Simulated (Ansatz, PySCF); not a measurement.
Dimer: H2O (SMILES O) (first 3 atoms) with PH3 (SMILES P); geometry from B3LYP-D3(BJ)/def2-TZVP.
(charge 0, multiplicity 1):
```xyz
7

O      0.263    -0.078    -0.543
H      0.124     0.000     0.412
H      1.145     0.275    -0.698
P     -0.462     0.141     2.923
H      0.173    -0.576     3.966
H     -0.590     1.336     3.671
H     -1.760    -0.328     3.239
```

Basis-set superposition error: the interaction energy with monomers in their own basis, and in the dimer's basis (counterpoise).

Codes used: Ansatz (Gaussian orbitals); PySCF for M06-2X. Values without a source in brackets are computed.

```csv
level,uncorrected (kJ/mol),counterpoise (kJ/mol),difference
HF/aug-cc-pV(T+d)Z,-4.2,-4.0,0.2
BLYP/def2-TZVPPD,-7.7,-7.4,0.3
revPBE/def2-TZVPPD,-7.2,-6.9,0.3
B97M-V/def2-TZVPPD,-10.5,-10.3,0.2
M06-2X/def2-TZVPPD,-10.5,-10.2,0.3
wB97X-V/def2-TZVPPD,-11.5,-11.3,0.2
B2PLYP/def2-TZVPPD,-9.8,-9.2,0.6
MP2/aug-cc-pV(T+d)Z,-11.9,-10.3,1.5
CCSD(T)/aug-cc-pV(D+d)Z,-11.3,-7.9,3.5
CCSD(T)/aug-cc-pV(T+d)Z,-11.3,-9.9,1.4
```

The error is largest for CCSD(T)/aug-cc-pV(D+d)Z (3.5 kJ/mol) and smallest for B97M-V/def2-TZVPPD (0.2 kJ/mol).

Ansatz is a program for electronic structure.
